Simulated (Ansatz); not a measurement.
Question: Name a neutral molecule of F, Si and H with zero-point energy (PBE0-D4/def2-TZVP) between 139 and 155 kJ/mol and LUMO energy (PBE/def2-TZVPP) between -2.05 and -1.75 eV (Ansatz, PBE0-D4/def2-TZVP geometry).

Answer: `F[Si](F)([SiH3])[SiH3]` (146.7 kJ/mol, -1.76 eV). Other molecules can fit too; these were computed, each in one conformer that needn't be the lowest.
